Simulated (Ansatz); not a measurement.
Abridged output of a molecular run in Ansatz:

```
Functional definition: HF
1777 factors; integrals over basis functions are off by at most 1.6e-3 eV
mean field evaluation 1: about -23103.5676 eV, gradient 6.5e1 eV
mean field evaluation 2: about -23103.5800 eV, gradient 6.5e1 eV
mean field evaluation 4: about -23111.9845 eV, gradient 5.0e0 eV
mean field evaluation 8: about -23112.0574 eV, gradient 1.2e-1 eV
mean field evaluation 16: about -23112.0367 eV, gradient 1.3e0 eV
mean field -23112.05740772 eV, -849.3524438186 hartree, gradient 2.5e-6 eV, S^2 0.000000; 0 other end points of the search recorded, 0 dependent functions left out
11 core orbitals not correlated: weight in the atoms' cores, before any rotation towards them, 1.000 or more for the frozen orbitals, at most 0.000 for the correlated occupied ones
reference -23112.05740772 eV, -849.3524438186 hartree; 29, 29 occupied and 138, 138 virtual orbitals, 1777 factors
second order -37.32689788 eV of doubles, -0.00000000 eV of singles
cycle   1  -37.63372318 eV  change   -3.1e-1 eV  update   1.8e-1
cycle   2  -38.54757199 eV  change   -9.1e-1 eV  update   6.5e-2
cycle   3  -38.86465743 eV  change   -3.2e-1 eV  update   3.3e-2
cycle   4  -38.86464848 eV  change    8.9e-6 eV  update   8.4e-3
cycle   5  -38.85469283 eV  change    1.0e-2 eV  update   3.2e-3
cycle   6  -38.85501685 eV  change   -3.2e-4 eV  update   1.0e-3
cycle   7  -38.85472784 eV  change    2.9e-4 eV  update   3.9e-4
cycle   8  -38.85446512 eV  change    2.6e-4 eV  update   1.2e-4
cycle   9  -38.85450862 eV  change   -4.4e-5 eV  update   4.5e-5
perturbative correction -1.15230739 eV, -0.0423465154 hartree
Total energy: -23152.06422373 eV, -850.8226671893 hartree
```

Its atoms:

Cartesian coordinates in Å:
```
C -0.3538 -1.8780 0.6408
C -0.7820 -0.8488 -0.3862
C -0.3883 -1.2383 -1.7971
O -0.2168 0.3974 -0.0727
Zr 0.7384 1.9552 0.4441
O 1.8788 1.5413 1.9269
O -0.4969 3.3471 0.9082
Cl 2.0638 2.6427 -1.4168
H -0.8219 -2.8436 0.4361
H -0.6406 -1.5622 1.6458
H 0.7313 -2.0080 0.6157
H -1.8734 -0.7325 -0.3405
H -0.6941 -0.4683 -2.5074
H 0.6957 -1.3590 -1.8674
H -0.8616 -2.1811 -2.0814
H 2.3106 1.3935 2.7622
H -1.2894 3.8427 1.0897
```

(1) Which basis set was used?
A. def2-TZVPPD
B. def2-SVP
C. cc-pV(T+d)Z
D. def2-TZVPP

(2) Write the keys of the input that set method, charge and spin (a neutral closed shell needs none for the last two).

## Answers

(1) B. It gives 178 functions.

(2) 
```yaml
correlation: {method: ccsd_t}
```
